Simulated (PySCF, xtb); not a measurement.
Al(H)(Br)(vinyl) (C2H4AlBr), SMILES C=[CH][AlH][Br].

GFN2-xTB run with xtb at its own geometry gives an orbital gap of 3.98 eV and a dipole moment of 4.48 D.

Geometry optimised at TPSSh-D3(BJ)/def2-SVP. The structure was generated by enumeration; whether it is a known compound was not checked. The values are those of a single conformer.

What does PBE/def2-TZVP (PySCF) give? (Estimate from the structure and the level; the computed values follow.)

gap 4.28 eV (levels -6.84 and -2.56 eV), dipole 1.96 D.
